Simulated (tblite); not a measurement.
C₆H₈FOS (doublet state).
Structure used (GFN2-xTB), in Å, numbered top down from 1:
```xyz
17
C6H8FOS angstrom
C     -2.2410   -0.9115    0.6198
C     -1.4578   -0.7669   -0.6201
C     -0.2283    0.0404   -0.2572
C     -0.0748    1.3376   -0.4720
S      1.4327    2.0548    0.2322
O      1.0728    2.5003    1.5792
C      2.0869    0.2991    0.4549
F      2.8859    0.0287   -0.6269
C      0.8911   -0.6361    0.4852
H     -2.8687   -0.1073    0.9500
H     -2.0275   -1.7067    1.3074
H     -1.1475   -1.7381   -1.0107
H     -2.0220   -0.2271   -1.3822
H     -0.7697    1.9921   -0.9628
H      2.7173    0.2690    1.3469
H      0.5905   -0.8261    1.5176
H      1.1532   -1.5903    0.0220
```

All values are computed: GFN2-xTB (tblite) harmonic vibrations without scaling, gas phase. Against measured fundamentals such values can be off by several per cent, at times by over 20. One conformer, not necessarily the lowest. Open shells enter through the occupations alone, without spin polarisation, and single modes of such species can be off by tens of per cent.

Harmonic wavenumbers (cm⁻¹): 48.6, 58.6, 99.6, 178.3, 186.2, 194.0, 290.0, 301.3, 372.3, 393.8, 476.7, 499.8, 555.4, 595.2, 688.9, 740.5, 772.0, 806.2, 869.3, 902.8, 1006.2, 1041.7, 1055.3, 1075.0, 1109.9, 1120.5, 1135.5, 1158.3, 1182.0, 1220.2, 1247.8, 1265.1, 1297.3, 1393.4, 1428.9, 1455.9, 1662.9, 2962.6, 2967.5, 2973.5, 2980.1, 2985.4, 3135.3, 3145.5, 3179.4.

A = 2163, B = 1060, C = 845.8 MHz; mass 147.028 u (most abundant isotopes); point group C1, symmetry number 1; spin multiplicity 2.

Question: Zero-point energy?

Answer: ½Σν̃ = 27107 cm⁻¹ = 324.28 kJ/mol.

Question: Give the ideal-gas entropy at 298.15 K and 1 bar in the rigid-rotor, harmonic-oscillator model (classical rotation).

Answer: Translation 171.10, rotation 123.41, vibration 121.43, spin (R ln 2) 5.76: S = 421.7 J/(mol K).

Question: And Cp and H(298.15 K) − H(0)?

Answer: Cp = 159.36 J/(mol K), of which vibrations give 126.10 (their classical limit is 45 R = 374.2); H(298.15 K) − H(0) = 28.97 kJ/mol without the zero-point energy, 19.05 from vibrations.

Question: Which modes carry the vibrational entropy at 298.15 K?

Answer: 48.6 cm⁻¹: 20.39; 58.6 cm⁻¹: 18.84; 99.6 cm⁻¹: 14.49; 178.3 cm⁻¹: 9.82; 186.2 cm⁻¹: 9.48; 194.0 cm⁻¹: 9.16 J/(mol K); the other 39 give 39.26 together.

Question: How do the functions run with temperature in this model?

Answer: 
| T (K) | S (J/(mol K)) | Cp (J/(mol K)) | H − H(0) (kJ/mol) | G − H(0) (kJ/mol) | ln q(vib) |
| --- | --- | --- | --- | --- | --- |
| 100 | 300.0 | 77.9 | 5.45 | -24.54 | 1.78 |
| 200 | 366.7 | 118.9 | 15.31 | -58.02 | 4.38 |
| 300 | 422.7 | 160.1 | 29.26 | -97.54 | 6.97 |
| 500 | 521.9 | 229.9 | 68.70 | -192.25 | 12.06 |
| 800 | 645.0 | 292.2 | 147.98 | -367.99 | 19.26 |
| 1000 | 713.1 | 318.0 | 209.14 | -503.95 | 23.66 |

q(vib) and H(0) count from the zero-point level.

Question: What must be added to the electronic energy to get the Gibbs energy at 298.15 K and 1 bar?

Answer: ZPE + [H(298.15 K) − H(0)] − T·S = 324.28 + 28.97 − 125.73 = 227.52 kJ/mol.

Hindered rotation and anharmonicity are outside this model. Other conformers, if any are populated, would add a mixing term that is left out. The structure is chiral; the term R ln 2 for an equal mix with its mirror image is left out.

The run took 0.65 s wall on an Arm Neoverse V1 with one thread (shared host). The figure is for the frequency step alone.
